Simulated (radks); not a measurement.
Coulomb parameter of the 4f shell of the europium ion Eu+ in the model configuration [Xe] 4f7 6s1, as a second difference U = [E(n + 0.5) + E(n - 0.5) - 2 E(n)] / (0.5)^2 with all orbitals relaxed. "Bare": the charge of the atom changes with n. "Screened": the 6s shell takes up the change at fixed total charge, which measures U(4f,4f) + U(6s,6s) - 2 U(4f,6s). Method: Dirac Kohn-Sham, PBE, spin-unpolarised, spherical densities, finite nucleus; open shells are shared between the two j in proportion to 2j + 1; Fermi nuclear charge, rms radius 5.1115 fm; computed with a radial shooting solver on a logarithmic mesh with Libxc functionals.

start: configuration [Xe] 4f7 6s1; E - E(n) (eV) 0.000
bare +0.5: configuration [Xe] 4f7.5 6s1; E - E(n) (eV) -2.835
bare -0.5: configuration [Xe] 4f6.5 6s1; E - E(n) (eV) 6.255
screened +0.5: configuration [Xe] 4f7.5 6s0.5; E - E(n) (eV) 0.455
screened -0.5: configuration [Xe] 4f6.5 6s1.5; E - E(n) (eV) 0.914

U(bare) = 13.682 eV, U(screened by 6s) = 5.475 eV.
